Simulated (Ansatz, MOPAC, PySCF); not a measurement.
Species: BaF, net charge 0, doublet state. SMILES: [F][Ba]
Coordinates optimised at B3LYP-D3(BJ)/def2-TZVP (Ansatz, a first-principles code):
```xyz
2

Ba     0.0000     0.0000    -0.3002
F      0.0000     0.0000     1.8681
```
Charge 0, spin multiplicity 2.

Property: vertical electron affinity to the singlet, in eV. Terms: LANL2DZ with its own core potentials from Na on; 6-31G* and kin with 6d, 5d where marked; each state is the SCF solution reached for its charge and spin; def2 sets with scalar-relativistic core potentials past Kr; open shells spin-unrestricted; no spin-orbit coupling; valence correlation only (noble-gas shells and the d and f shells of earlier blocks; the outer core of K, Ca and congeners matters and is frozen too). First-principles rows: single points at B3LYP-D3(BJ) geometries (Ansatz). Semi-empirical rows: differences of heats of formation at the shared geometry for vertical values. The spin state of an ion or metal species was assumed, not searched.

```
level                                    program  vertical electron affinity to the singlet (eV)
---------------------------------------  -------  ----------------------------------------------
PM3                                        MOPAC                                            1.39
MNDO                                       MOPAC                                            0.14
PBE/6-31G* with LANL2DZ past Ar           Ansatz                                            0.73
B3LYP/6-31G* with LANL2DZ past Ar         Ansatz                                            0.74
M06-2X/6-31G* with LANL2DZ past Ar (5d)    PySCF                                            0.78
MP2/6-31G* with LANL2DZ past Ar           Ansatz                                           -0.05
PBE/def2-TZVPD                            Ansatz                                            0.73
B3LYP/def2-TZVPD                          Ansatz                                            0.73
wB97X-V/def2-TZVPD                        Ansatz                                            0.60
```

No value to compare with is used here. The 6 habitual levels span -0.05 (MP2/6-31G* with LANL2DZ past Ar) to 1.39 eV (PM3); B3LYP/def2-TZVPD gives 0.73.

The levels are drawn from those run, B3LYP/6-31G* more often than the rest, none by its result; runs whose electronic state is in doubt are left out.
